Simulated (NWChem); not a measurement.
Species: GeSiH6O; SMILES [OH][GeH2][SiH3]

```xyz
9

O      1.0903    -1.5392    -0.0586
Ge    -0.3802    -0.5182    -0.0012
Si     0.2199     1.7983    -0.0105
H      1.6806    -1.3748     0.6841
H     -1.1521    -0.9229    -1.2661
H     -1.2161    -0.8695     1.2528
H      1.0956     2.0979     1.1652
H     -1.0059     2.6511     0.0775
H      0.9641     2.1371    -1.2608
```
Atoms are numbered in this order, from 1.

All runs: NWChem. Pople sets run with spherical d functions. The geometry was optimised at PBE0/def2-SVP. Vertical excitations in the gas phase; the lowest state need not have the same character in each row.

**Question.** Among these, which level gives the highest value of “lowest excitation, singlet (eV)”?
A) PBE/6-31G*, full TDDFT
B) Hartree-Fock/6-31G*, TDHF
C) PBE0/6-31G*, full TDDFT
D) B3LYP/6-31G*, full TDDFT

**Answer.** B, Hartree-Fock/6-31G*, TDHF. Values: PBE/6-31G*, full TDDFT 5.41; B3LYP/6-31G*, full TDDFT 5.85; PBE0/6-31G*, full TDDFT 5.99; Hartree-Fock/6-31G*, TDHF 7.20
